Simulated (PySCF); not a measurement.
PySCF 2.14 output of an unrestricted B3LYP calculation on a single atom or ion in def2-SVP (5s3p2d1f, 31 functions), with the non-relativistic Hamiltonian (point nucleus):

```
SCF conv_tol = 1e-09
number electrons alpha = 14  beta = 9
    P. J. Stephens, F. J. Devlin, C. F. Chabalowski, and M. J. Frisch.,  J. Phys. Chem. 98, 11623 (1994)
cycle= 1 E= -1149.99748164582  delta_E= -0.000899  |g|= 0.0359  |ddm|= 0.0668
cycle= 2 E= -1149.99778471971  delta_E= -0.000303  |g|= 0.0233  |ddm|= 0.0428
cycle= 3 E= -1149.99801172096  delta_E= -0.000227  |g|= 4.95e-05  |ddm|= 0.017
cycle= 4 E= -1149.99801172184  delta_E= -8.87e-10  |g|= 5.75e-07  |ddm|= 3.97e-05
converged SCF energy = -1149.99801172184  <S^2> = 8.7502689  2S+1 = 6.0000896
```

The run itself started from symmetry-adapted Hartree-Fock orbitals and held the occupation by maximum overlap, on a logarithmic radial grid, so the iterations belong to that start.

Problem. Which element, charge and spin multiplicity is this?

Solution. Mn²⁺ (manganese, charge +2), multiplicity 6; the state was [Ar] 3d5, high-spin 6S determinant.
